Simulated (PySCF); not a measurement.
C$_{3}$H$_{12}$ClGeNSi (SMILES [CH3][Ge]([CH3])([CH3])[NH][SiH2]Cl), singlet, geometry from GFN2-xTB; PySCF with CASSCF(6,4)+NEVPT2/STO-3G.

Input for PySCF:
```python
from pyscf import gto, scf, mcscf, mrpt
import numpy

mol = gto.Mole()
mol.atom = '''
    Si    1.812996    0.472317   -0.451396
    Cl    3.449873    0.159493    0.687005
    N     0.470912   -0.006769    0.495482
    Ge   -1.290696   -0.156069   -0.049326
    C    -2.378150   -0.115043    1.611406
    C    -1.626544    1.391489   -1.237383
    C    -1.492311   -1.874253   -1.030077
    H     1.968092   -0.321657   -1.673575
    H     1.744935    1.900199   -0.765184
    H     0.677547   -0.415012    1.393159
    H    -2.129726   -0.950776    2.260006
    H    -2.203076    0.806603    2.158757
    H    -3.436153   -0.174622    1.374072
    H    -2.658918    1.400152   -1.575035
    H    -0.981824    1.347000   -2.110099
    H    -1.430211    2.323081   -0.715726
    H    -1.261945   -2.717226   -0.385145
    H    -0.820718   -1.904002   -1.882923
    H    -2.509874   -1.989113   -1.391457
'''
mol.basis = 'sto-3g'
mol.charge = 0
mol.spin = 0
mol.verbose = 4
mol.build()

mf = scf.RHF(mol)
mf.kernel()
mc = mcscf.CASSCF(mf, 4, 6)
mc.fix_spin_(ss=0.0)
mc.kernel()
occ = numpy.linalg.eigvalsh(mc.fcisolver.make_rdm1(mc.ci, mc.ncas, mc.nelecas))[::-1]
ss = mc.fcisolver.spin_square(mc.ci, mc.ncas, mc.nelecas)[0]
print('natural occupations', occ.round(4), ' <S^2>', round(ss, 4))
e2 = mrpt.NEVPT(mc).kernel()
print('E(NEVPT2) = %.10f' % (mc.e_tot + e2))
```

What the program printed (banner, timings and long lists left out):

```
PySCF version 2.14.0

[INPUT] verbose = 4
[INPUT] num. atoms = 19
[INPUT] num. electrons = 100
[INPUT] charge = 0
[INPUT] spin (= nelec alpha-beta = 2S) = 0
[INPUT] symmetry False subgroup None
[INPUT] Mole.unit = angstrom
[INPUT] Symbol           X                Y                Z      unit          X                Y                Z       unit  Magmom
[...]
nuclear repulsion = 767.235786096024
number of shells = 42
number of NR pGTOs = 204
number of NR cGTOs = 68
basis = sto-3g
ecp = {}

******** <class 'pyscf.scf.hf.RHF'> ********
method = RHF
initial guess = minao
damping factor = 0
level_shift factor = 0
DIIS = <class 'pyscf.scf.diis.CDIIS'>
diis_start_cycle = 1
diis_space = 8
diis_damp = 0
SCF conv_tol = 1e-09
SCF conv_tol_grad = None
SCF max_cycles = 50
direct_scf = True
direct_scf_tol = 1e-13
Set gradient conv threshold to 3.16228e-05
Initial guess from minao.
init E= -2962.39722080116
[...]
cycle= 1 E= -2964.89198925091  delta_E= -2.49  |g|= 0.625  |ddm|= 4.93
[...]
cycle= 2 E= -2965.03967864828  delta_E= -0.148  |g|= 0.157  |ddm|= 1.22
[...]
cycle= 3 E= -2965.04803956051  delta_E= -0.00836  |g|= 0.0392  |ddm|= 0.283
[...]
cycle= 4 E= -2965.04868542047  delta_E= -0.000646  |g|= 0.00688  |ddm|= 0.0719
[...]
cycle= 5 E= -2965.04871662113  delta_E= -3.12e-05  |g|= 0.00094  |ddm|= 0.0204
[...]
cycle= 6 E= -2965.04871724894  delta_E= -6.28e-07  |g|= 0.000258  |ddm|= 0.00261
[...]
cycle= 7 E= -2965.04871729811  delta_E= -4.92e-08  |g|= 5.02e-05  |ddm|= 0.000814
[...]
cycle= 8 E= -2965.04871730008  delta_E= -1.97e-09  |g|= 1.2e-05  |ddm|= 0.000161
[...]
cycle= 9 E= -2965.04871730018  delta_E= -1.01e-10  |g|= 2.94e-06  |ddm|= 4.44e-05
[...]
Extra cycle  E= -2965.04871730021  delta_E= -2.86e-11  |g|= 1.21e-06  |ddm|= 7.25e-06
converged SCF energy = -2965.04871730021

******** <class 'pyscf.mcscf.mc1step.CASSCF'> ********
CAS (3e+3e, 4o), ncore = 47, nvir = 17
max_cycle_macro = 50
max_cycle_micro = 4
conv_tol = 1e-07
conv_tol_grad = None
orbital rotation max_stepsize = 0.02
orbital rotation threshold for CI restart = 0.01
augmented hessian ah_max_cycle = 30
augmented hessian ah_conv_tol = 1e-12
augmented hessian ah_linear dependence = 1e-14
augmented hessian ah_level shift = 1e-08
augmented hessian ah_start_tol = 2.5
augmented hessian ah_start_cycle = 3
augmented hessian ah_grad_trust_region = 3
kf_trust_region = 3
kf_interval = 4
ci_response_space = 4
ci_grad_trust_region = 3
with_dep4 0
natorb = False
canonicalization = True
sorting_mo_energy = False
ao2mo_level = 2
internal_rotation = False
******** <class 'pyscf.fci.addons.SpinPenaltyFCISolver'> ********
max. cycles = 50
conv_tol = 1e-08
davidson only = True
linear dependence = 1e-12
level shift = 0.001
max iter space = 12
nroots = 1
pspace_size = 400
spin = None
CASCI E = -2965.04900315226  S^2 = 0.0000000
Set conv_tol_grad to 0.000316228
macro iter   1 ( 17 JK    4 micro), CASSCF E = -2965.04921351104  dE = -2.10358779e-04  S^2 = 0.0000000
               |grad[o]|=0.00096  |grad[c]|=0.0367  |ddm|=0.00742  |maxRot[o]|=0.108
macro iter   2 (  7 JK    2 micro), CASSCF E = -2965.04949750631  dE = -2.83995271e-04  S^2 = 0.0000000
               |grad[o]|=0.00145  |grad[c]|=0.00822  |ddm|=0.00166  |maxRot[o]|=0.0698
macro iter   3 (  7 JK    2 micro), CASSCF E = -2965.04995565028  dE = -4.58143966e-04  S^2 = 0.0000000
               |grad[o]|=0.00209  |grad[c]|=0.00759  |ddm|=0.00212  |maxRot[o]|=0.0698
macro iter   4 (  7 JK    2 micro), CASSCF E = -2965.05061995603  dE = -6.64305749e-04  S^2 = 0.0000000
               |grad[o]|=0.00302  |grad[c]|=0.00757  |ddm|=0.00243  |maxRot[o]|=0.0698
macro iter   5 ( 21 JK    4 micro), CASSCF E = -2965.05434403483  dE = -3.72407881e-03  S^2 = 0.0000000
               |grad[o]|=0.00411  |grad[c]|=0.066  |ddm|=0.00927  |maxRot[o]|= 0.28
macro iter   6 ( 17 JK    4 micro), CASSCF E = -2965.05569147407  dE = -1.34743924e-03  S^2 = 0.0000000
               |grad[o]|=0.00645  |grad[c]|=0.0567  |ddm|=0.00419  |maxRot[o]|=0.166
macro iter   7 ( 12 JK    3 micro), CASSCF E = -2965.05600476122  dE = -3.13287152e-04  S^2 = 0.0000000
               |grad[o]|=0.00491  |grad[c]|=0.0069  |ddm|=0.00298  |maxRot[o]|=0.055
macro iter   8 (  7 JK    2 micro), CASSCF E = -2965.05612846108  dE = -1.23699860e-04  S^2 = 0.0000000
               |grad[o]|=0.00271  |grad[c]|=0.00454  |ddm|=0.00317  |maxRot[o]|=0.0631
macro iter   9 (  7 JK    2 micro), CASSCF E = -2965.05615183837  dE = -2.33772807e-05  S^2 = 0.0000000
               |grad[o]|=0.00163  |grad[c]|=0.00466  |ddm|=0.00162  |maxRot[o]|=0.0653
macro iter  10 (  7 JK    2 micro), CASSCF E = -2965.05616352023  dE = -1.16818655e-05  S^2 = 0.0000000
               |grad[o]|=0.00132  |grad[c]|=0.00532  |ddm|=0.000141  |maxRot[o]|=0.0699
macro iter  11 ( 21 JK    4 micro), CASSCF E = -2965.05621623984  dE = -5.27196057e-05  S^2 = 0.0000000
               |grad[o]|=0.00129  |grad[c]|=0.0109  |ddm|=0.00698  |maxRot[o]|=0.231
macro iter  12 ( 17 JK    4 micro), CASSCF E = -2965.05621090899  dE =  5.33084994e-06  S^2 = 0.0000000
               |grad[o]|=0.0024  |grad[c]|=0.0192  |ddm|=0.00128  |maxRot[o]|=0.116
macro iter  13 ( 21 JK    4 micro), CASSCF E = -2965.05625915268  dE = -4.82436908e-05  S^2 = 0.0000000
               |grad[o]|=0.00191  |grad[c]|=0.00272  |ddm|=0.000471  |maxRot[o]|=0.0674
macro iter  14 ( 17 JK    4 micro), CASSCF E = -2965.05631375490  dE = -5.46022247e-05  S^2 = 0.0000000
               |grad[o]|=0.00174  |grad[c]|=0.0034  |ddm|=0.00117  |maxRot[o]|=0.0536
macro iter  15 ( 21 JK    4 micro), CASSCF E = -2965.05634444008  dE = -3.06851812e-05  S^2 = 0.0000000
               |grad[o]|=0.00155  |grad[c]|=0.00139  |ddm|=0.000209  |maxRot[o]|=0.0256
macro iter  16 (  7 JK    2 micro), CASSCF E = -2965.05640782539  dE = -6.33853092e-05  S^2 = 0.0000000
               |grad[o]|=0.00127  |grad[c]|=0.00175  |ddm|=0.000367  |maxRot[o]|=0.0601
macro iter  17 (  7 JK    2 micro), CASSCF E = -2965.05648258491  dE = -7.47595159e-05  S^2 = 0.0000000
[...]
macro iter  36 (  7 JK    2 micro), CASSCF E = -2965.05694765302  dE = -5.48810522e-06  S^2 = 0.0000000
               |grad[o]|=0.000141  |grad[c]|=0.00378  |ddm|=0.000756  |maxRot[o]|=0.0699
macro iter  37 (  7 JK    2 micro), CASSCF E = -2965.05695076993  dE = -3.11690837e-06  S^2 = 0.0000000
               |grad[o]|=0.0001  |grad[c]|=0.00363  |ddm|=0.000822  |maxRot[o]|=0.0699
macro iter  38 (  3 JK    1 micro), CASSCF E = -2965.05695118938  dE = -4.19447133e-07  S^2 = 0.0000000
               |grad[o]|=5.06e-05  |grad[c]|=0.000301  |ddm|=5.72e-05  |maxRot[o]|= 0.02
macro iter  39 (  3 JK    1 micro), CASSCF E = -2965.05695138861  dE = -1.99230726e-07  S^2 = 0.0000000
               |grad[o]|=2.86e-05  |grad[c]|=0.000306  |ddm|=5.7e-05  |maxRot[o]|= 0.02
macro iter  40 (  1 JK    1 micro), CASSCF E = -2965.05695138864  dE = -3.09228199e-11  S^2 = 0.0000000
               |grad[o]|=2.73e-05  |grad[c]|=5.41e-06  |ddm|=9.51e-06  |maxRot[o]|=    0
1-step CASSCF converged in  40 macro (367 JK  94 micro) steps
CASSCF canonicalization
Density matrix diagonal elements [1.9970815  1.99082341 1.99915801 0.01293709]
CASSCF energy = -2965.05695138864
CASCI E = -2965.05695138864  E(CI) = -9.23095001434694  S^2 = 0.0000000
natural occupations [1.9998 1.9992 1.9882 0.0127]  <S^2> 0.0

******** <class 'pyscf.mrpt.nevpt2.NEVPT'> ********
NEVPT2 (3e+3e, 4o), ncore = 47, nvir = 17
root = 0
Natural occ [1.99977136 1.99924539 1.98824837 0.01273487]
Natural orbital (expansion on meta-Lowdin AOs) in CAS space
               #1        #2        #3        #4
0 Si 1s         -0.00081   0.00055  -0.00001   0.00091
0 Si 2s         -0.02328  -0.02449   0.00375  -0.00544
0 Si 3s          0.28580  -0.61392  -0.23138   0.39020
0 Si 2px        -0.07938   0.00665   0.02297  -0.01619
0 Si 2py         0.01520  -0.00384  -0.00403   0.00265
0 Si 2pz        -0.05768   0.01074   0.01512  -0.01015
0 Si 3px         0.08632   0.11710  -0.38066   0.58296
0 Si 3py         0.00612  -0.06922   0.07216  -0.10139
0 Si 3pz        -0.02068   0.20236  -0.26627   0.38344
1 Cl 1s          0.00048   0.00031  -0.00004  -0.00047
1 Cl 2s          0.03349   0.00763  -0.00070   0.00780
1 Cl 3s          0.91564   0.32607  -0.02190  -0.19738
1 Cl 2px         0.01472   0.00552  -0.00924  -0.01045
1 Cl 2py        -0.00279  -0.00099   0.00188   0.00209
1 Cl 2pz         0.01022   0.00410  -0.00671  -0.00747
1 Cl 3px         0.09257   0.06226   0.66929   0.41855
1 Cl 3py        -0.01101  -0.00033  -0.13951  -0.08480
1 Cl 3pz         0.05996   0.01167   0.49159   0.30174
2 N 1s           0.00050  -0.00093  -0.00040   0.00076
2 N 2s           0.00966  -0.05234   0.03502  -0.03081
2 N 2px          0.02615  -0.29025   0.04619  -0.08330
2 N 2py          0.01942  -0.04913   0.01103  -0.00883
2 N 2pz         -0.04796   0.08384  -0.02454   0.00896
3 Ge 1s          0.00000  -0.00006   0.00002  -0.00004
3 Ge 2s         -0.00007   0.00045  -0.00021   0.00039
3 Ge 3s          0.00012  -0.00054   0.00022  -0.00044
3 Ge 4s         -0.00180   0.04825  -0.01943   0.03653
3 Ge 2px        -0.00002   0.00022  -0.00006   0.00014
3 Ge 2py        -0.00000   0.00003  -0.00001   0.00002
3 Ge 2pz         0.00000   0.00002  -0.00002   0.00002
3 Ge 3px         0.00027  -0.00425   0.00106  -0.00249
3 Ge 3py         0.00006  -0.00063   0.00012  -0.00037
3 Ge 3pz        -0.00000  -0.00036   0.00034  -0.00040
3 Ge 4px         0.00271   0.10712  -0.02585   0.06391
3 Ge 4py         0.00175   0.01092  -0.00138   0.00659
3 Ge 4pz        -0.00557   0.03277  -0.01467   0.02258
3 Ge 3dxy       -0.00058   0.00141  -0.00075   0.00100
3 Ge 3dyz       -0.00033   0.00062  -0.00045   0.00053
3 Ge 3dz^2       0.00034   0.00207   0.00067   0.00019
3 Ge 3dxz        0.00164  -0.01461   0.00108  -0.00415
3 Ge 3dx2-y2    -0.00100  -0.00137  -0.00259   0.00235
4 C 1s          -0.00002   0.00017  -0.00008   0.00012
4 C 2s           0.00194  -0.01808   0.00521  -0.01004
4 C 2px          0.00067  -0.02890   0.00475  -0.01429
4 C 2py         -0.00047   0.00040  -0.00033   0.00005
4 C 2pz         -0.00174   0.03121  -0.00707   0.01712
5 C 1s           0.00005  -0.00003   0.00004  -0.00005
5 C 2s          -0.00260   0.00246  -0.00270   0.00443
5 C 2px          0.00022   0.00354  -0.00116   0.00539
5 C 2py          0.00182   0.00313   0.00058   0.00012
5 C 2pz         -0.00139  -0.00937   0.00166  -0.00692
6 C 1s           0.00001   0.00007  -0.00002   0.00005
6 C 2s          -0.00115  -0.00469   0.00049  -0.00258
6 C 2px         -0.00139  -0.00343  -0.00062  -0.00106
6 C 2py         -0.00151  -0.01102   0.00117  -0.00540
6 C 2pz          0.00018  -0.01241   0.00221  -0.00665
7 H 1s           0.15676  -0.41064   0.06926  -0.10191
8 H 1s           0.13991  -0.41109   0.06767  -0.09959
9 H 1s          -0.01360  -0.01450   0.01035  -0.04823
10 H 1s          0.00039  -0.00086   0.00095  -0.00071
11 H 1s          0.00007  -0.00178   0.00091  -0.00138
12 H 1s          0.00001   0.01583  -0.00320   0.00836
13 H 1s          0.00084   0.00233  -0.00040  -0.00052
14 H 1s          0.00309  -0.00060   0.00173   0.00033
15 H 1s          0.00011  -0.00311   0.00125  -0.00235
16 H 1s          0.00020  -0.00316   0.00125  -0.00239
17 H 1s          0.00039  -0.00237   0.00132  -0.00223
18 H 1s          0.00069   0.00950  -0.00204   0.00575
<CAS-nat-orb|mo-hf>  48     24       0.42278642
<CAS-nat-orb|mo-hf>  48     25       0.82900788
<CAS-nat-orb|mo-hf>  49     29       0.65454308
<CAS-nat-orb|mo-hf>  49     34      -0.60829576
<CAS-nat-orb|mo-hf>  50     44       0.66197799
<CAS-nat-orb|mo-hf>  50     45       0.54678190
<CAS-nat-orb|mo-hf>  51     51       0.95103088
Sr    (-1)',   E = -0.00054343492089
Si    (+1)',   E = -0.00000000913980
Sijrs (0)  ,   E = -0.25330161171008
Sijr  (+1) ,   E = -0.00300585986130
Srsi  (-1) ,   E = -0.01109325500417
Srs   (-2) ,   E = -0.00332504864316
Sij   (+2) ,   E = -0.00049696410978
Sir   (0)' ,   E = -0.00602534616649
Nevpt2 Energy = -0.277791529555676
E(NEVPT2) = -2965.3347429182
```
